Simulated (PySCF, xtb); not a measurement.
ZnI, SMILES [I][Zn+], charge +1.

Harmonic wavenumbers (cm⁻¹) from GFN2-xTB (xtb) at its own minimum, in rising order: 283.

**Question.** What does PBE-D3(BJ)/def2-TZVP in PySCF give at its own minimum? (An estimate is asked for; the answer gives what the named calculation found.)

**Answer.** 261. Paired by order, the mean absolute difference is 22 cm⁻¹ and the zero-point energies are 0.4 and 0.4 kcal/mol.
